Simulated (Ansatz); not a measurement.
C6H11AuN2O (`C[O][Au-][c+]1n(C)ccn1C`), relaxed with RKS PBE0-D4/def2-TZVP in Ansatz from a GFN2-xTB geometry. The force threshold is 0.005 eV/Å; the program also tests the step.

The species carries charge 0 and has multiplicity 1. Au: def2 effective core potential.

Start:

```xyz
21

C    -3.683   -1.295   -1.752
O    -2.643   -0.463   -2.099
Au   -1.079   -0.135   -0.927
C     0.516    0.249    0.143
N     0.755   -0.095    1.424
C    -0.150   -0.816    2.273
C     1.991    0.343    1.817
C     2.537    0.977    0.753
N     1.621    0.910   -0.261
C     1.821    1.470   -1.567
H    -4.218   -0.959   -0.844
H    -4.412   -1.315   -2.575
H    -3.359   -2.336   -1.571
H    -1.053   -1.035    1.704
H     0.303   -1.752    2.605
H    -0.410   -0.218    3.147
H     2.376    0.171    2.801
H     3.485    1.460    0.639
H     0.937    1.266   -2.170
H     1.970    2.549   -1.498
H     2.696    1.022   -2.042
```

(1) By how much does the energy fall, and how many steps does the optimiser take? (An estimate is asked.)

(2) Which bonds change most? (Best estimate.)

(3) Give the relaxed structure. (An estimate is asked.)

Answers

(1) The calculation gave: 0.02 eV, in 15 steps.

(2) The calculation gave: C1–O2 from 1.376 to 1.389 Å; O2–Au3 from 1.982 to 1.969 Å; Au3–C4 from 1.959 to 1.969 Å; N9–C10 from 1.435 to 1.444 Å.

(3) Ansatz gave: 
```xyz
21

C    -3.681   -1.274   -1.701
O    -2.594   -0.541   -2.161
Au   -1.058   -0.183   -0.983
C     0.526    0.231    0.113
N     0.755   -0.105    1.403
C    -0.162   -0.856    2.227
C     1.977    0.360    1.826
C     2.530    1.005    0.778
N     1.632    0.916   -0.258
C     1.841    1.482   -1.570
H    -4.195   -0.809   -0.844
H    -4.424   -1.359   -2.508
H    -3.422   -2.303   -1.399
H    -1.043   -1.080    1.629
H     0.299   -1.789    2.555
H    -0.456   -0.269    3.098
H     2.345    0.195    2.824
H     3.475    1.513    0.684
H     0.972    1.247   -2.181
H     1.951    2.566   -1.502
H     2.733    1.053   -2.030
```
